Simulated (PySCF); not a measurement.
## Computed vibrations of [Eu(H2O)6]3+

[Eu(H2O)6]3+ (singlet in the valence; each metal's 4f electrons, 6 of them, lie in its core potential, out of spins and levels). PySCF 2.14.0, RKS PBE, Eu lcecp-1-SVP with ECP52, O def2-SVP, H def2-SVP; non-relativistic Hamiltonian with scalar-relativistic core potentials where named; density fitting; no spin-orbit coupling. Central differences of gradients.

```xyz
19

Eu    0.0000    0.0000    0.0000
O     0.0000    0.0000    2.4105
H     0.5551    0.5376    3.0246
H    -0.5551   -0.5376    3.0246
O     0.0000    0.0000   -2.4105
H     0.5551   -0.5376   -3.0246
H    -0.5551    0.5376   -3.0246
O     2.4051    0.0000    0.0000
H     3.0157   -0.5489    0.5489
H     3.0157    0.5489   -0.5489
O     0.0000    2.4105    0.0000
H     0.5551    3.0246    0.5376
H    -0.5551    3.0246   -0.5376
O    -2.4051    0.0000    0.0000
H    -3.0157    0.5489    0.5489
H    -3.0157   -0.5489   -0.5489
O     0.0000   -2.4105    0.0000
H    -0.5551   -3.0246    0.5376
H     0.5551   -3.0246   -0.5376
```

Run from Python with OMP_NUM_THREADS=4. Where DIIS fails, smearing, a level shift and second-order steps follow.
It took 5 min on 4 threads of Arm Neoverse V2, on a shared host.

(1) What are the harmonic wavenumbers and infrared intensities?

(2) Is this a minimum?

An lcecp potential fixes the number of 4f electrons, so in runs with it no electron can move into or out of that shell.

Answers

(1) Modes are labelled in C2v; negative numbers are unstable modes, those under 60 cm⁻¹ near the noise; a finer grid moves soft modes by up to 10 cm⁻¹.
```json
{"cm⁻¹": "-216", "km/mol": "–", "symmetry": "a2"}
{"cm⁻¹": "-107", "km/mol": "–", "symmetry": "b2"}
{"cm⁻¹": "-107", "km/mol": "–", "symmetry": "b1"}
{"cm⁻¹": "38", "km/mol": "0.0", "symmetry": "a2"}
{"cm⁻¹": "59", "km/mol": "0.5", "symmetry": "b2"}
{"cm⁻¹": "59", "km/mol": "0.5", "symmetry": "b1"}
{"cm⁻¹": "76", "km/mol": "6.7", "symmetry": "a1"}
{"cm⁻¹": "80", "km/mol": "5.7", "symmetry": "b2"}
{"cm⁻¹": "80", "km/mol": "5.7", "symmetry": "b1"}
{"cm⁻¹": "95", "km/mol": "0.0", "symmetry": "b1"}
{"cm⁻¹": "95", "km/mol": "0.0", "symmetry": "b2"}
{"cm⁻¹": "110", "km/mol": "0.1", "symmetry": "a1"}
{"cm⁻¹": "195", "km/mol": "0.0", "symmetry": "a1"}
{"cm⁻¹": "217", "km/mol": "0.0", "symmetry": "a2"}
{"cm⁻¹": "288", "km/mol": "0.0", "symmetry": "a2"}
{"cm⁻¹": "312", "km/mol": "0.0", "symmetry": "a2"}
{"cm⁻¹": "314", "km/mol": "0.0", "symmetry": "a1"}
{"cm⁻¹": "318", "km/mol": "5.9", "symmetry": "b2"}
{"cm⁻¹": "318", "km/mol": "5.9", "symmetry": "b1"}
{"cm⁻¹": "323", "km/mol": "5.0", "symmetry": "a1"}
{"cm⁻¹": "344", "km/mol": "0.0", "symmetry": "a1"}
{"cm⁻¹": "487", "km/mol": "0.0", "symmetry": "a2"}
{"cm⁻¹": "494", "km/mol": "13.0", "symmetry": "b2"}
{"cm⁻¹": "494", "km/mol": "13.0", "symmetry": "b1"}
{"cm⁻¹": "528", "km/mol": "0.0", "symmetry": "a2"}
{"cm⁻¹": "530", "km/mol": "0.9", "symmetry": "b2"}
{"cm⁻¹": "530", "km/mol": "0.9", "symmetry": "b1"}
{"cm⁻¹": "565", "km/mol": "140.8", "symmetry": "a1"}
{"cm⁻¹": "570", "km/mol": "570.4", "symmetry": "b1"}
{"cm⁻¹": "570", "km/mol": "570.4", "symmetry": "b2"}
{"cm⁻¹": "584", "km/mol": "615.0", "symmetry": "a1"}
{"cm⁻¹": "589", "km/mol": "182.3", "symmetry": "b2"}
{"cm⁻¹": "589", "km/mol": "182.3", "symmetry": "b1"}
{"cm⁻¹": "1617", "km/mol": "218.2", "symmetry": "a1"}
{"cm⁻¹": "1619", "km/mol": "0.0", "symmetry": "a1"}
{"cm⁻¹": "1623", "km/mol": "0.0", "symmetry": "a2"}
{"cm⁻¹": "1629", "km/mol": "221.9", "symmetry": "b1"}
{"cm⁻¹": "1629", "km/mol": "221.9", "symmetry": "b2"}
{"cm⁻¹": "1640", "km/mol": "0.0", "symmetry": "a1"}
{"cm⁻¹": "3569", "km/mol": "614.5", "symmetry": "a1"}
{"cm⁻¹": "3570", "km/mol": "0.0", "symmetry": "a1"}
{"cm⁻¹": "3575", "km/mol": "0.0", "symmetry": "a2"}
{"cm⁻¹": "3578", "km/mol": "580.1", "symmetry": "b2"}
{"cm⁻¹": "3578", "km/mol": "580.1", "symmetry": "b1"}
{"cm⁻¹": "3593", "km/mol": "0.0", "symmetry": "a1"}
{"cm⁻¹": "3623", "km/mol": "313.9", "symmetry": "b2"}
{"cm⁻¹": "3623", "km/mol": "313.9", "symmetry": "b1"}
{"cm⁻¹": "3624", "km/mol": "0.0", "symmetry": "a2"}
{"cm⁻¹": "3627", "km/mol": "238.1", "symmetry": "b2"}
{"cm⁻¹": "3627", "km/mol": "238.1", "symmetry": "b1"}
{"cm⁻¹": "3630", "km/mol": "536.9", "symmetry": "a1"}
```

(2) No: 3 unstable; the lowest moves the atoms so:
```
Eu   0.00  0.00  0.00
O    0.00  0.00  0.00
H    0.23 -0.23  0.00
H   -0.23  0.23  0.00
O    0.00  0.00  0.00
H    0.23  0.23  0.00
H   -0.23 -0.23  0.00
O    0.00  0.00  0.00
H    0.00 -0.13 -0.13
H    0.00  0.13  0.13
O    0.00  0.00  0.00
H   -0.23  0.00  0.23
H    0.23  0.00 -0.23
O    0.00  0.00  0.00
H    0.00  0.13 -0.13
H    0.00 -0.13  0.13
O    0.00  0.00  0.00
H    0.23  0.00  0.23
H   -0.23  0.00 -0.23
```
